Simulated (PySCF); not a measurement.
Input of a run (PBE0-D3(BJ)/def2-SVP geometry optimisation, gas phase (PySCF 2.14.0)), started from GFN2-xTB:
```
{"job": {"xc": "PBE0", "basis": "def2-SVP", "d3": "d3bj", "grid": 1, "maxiter": 40, "shake": 0.03, "kind": "geom"}, "charge": 0, "multiplicity": 1}
Ti    -0.648330    -0.067030    -0.699020
N     -0.599050    -0.032350     1.618040
H     -0.160050     0.767550     2.027780
H     -0.104320    -0.876290     2.011610
H     -1.571130     0.017260     1.886660
Br    -0.546450     0.024770    -3.108060
N      1.654610     0.001320    -0.576330
H      1.970150    -0.077060    -1.568090
H      2.040080    -0.753090    -0.001750
H      2.021900     0.875140    -0.203510
Br    -3.126130     0.020340    -0.518800
Br    -0.390990     2.437690    -0.379720
Br    -0.509660    -2.390380    -0.466620
```

Output (energies in Eh, forces in Eh/bohr):
```
step   0  E = -11256.56636321  max force = 0.031682
step   1  E = -11256.57562536  max force = 0.011440
step   2  E = -11256.57619887  max force = 0.011996
step   3  E = -11256.57773173  max force = 0.006116
step   4  E = -11256.57744318  max force = 0.008756
step   5  E = -11256.57818752  max force = 0.003075
step   6  E = -11256.57807649  max force = 0.002370
step   7  E = -11256.57829402  max force = 0.001168
step   8  E = -11256.57834352  max force = 0.000830
step   9  E = -11256.57835680  max force = 0.000427
optimisation converged
```

Q: Summarise the run.

A: The energy falls by 0.326 eV over 10 energy and gradient evaluations, the largest force component goes from 0.0317 to 4.3e-04 Eh/bohr, and the atoms move by 0.109 Å rms after alignment. Among the bonds, Ti1–Br11 and Ti1–Br13 change most and about equally (-0.115 to +0.114 Å). Bonds longer at the end by more than 0.005 Å: 3 of 12; shorter: 7. Among the angles that change most is N7–Ti1–Br13, from 88.0° to 81.3°. The energy rose by more than 1e-6 Eh at steps 4 and 6. The first step brought 77 % of the lowering.

Q: What are the final bond lengths?

A: Ti1–N2 2.260 Å, Ti1–Br6 2.370 Å, Ti1–N7 2.261 Å, Ti1–Br11 2.371 Å, Ti1–Br12 2.460 Å, Ti1–Br13 2.453 Å, N2–H3 1.020 Å, N2–H4 1.020 Å, N2–H5 1.021 Å, N7–H8 1.021 Å, N7–H9 1.020 Å, N7–H10 1.020 Å. Numbering counts from 1 in the input's order; the species is cis-Ti(NH3)2Br4, `[NH3]->[Ti](<-[NH3])([Br])([Br])([Br])[Br]`.

The run used 217 basis functions and 77 SCF cycles in all.

PBE0-D3(BJ)/def2-SVP frequencies: not computed here.
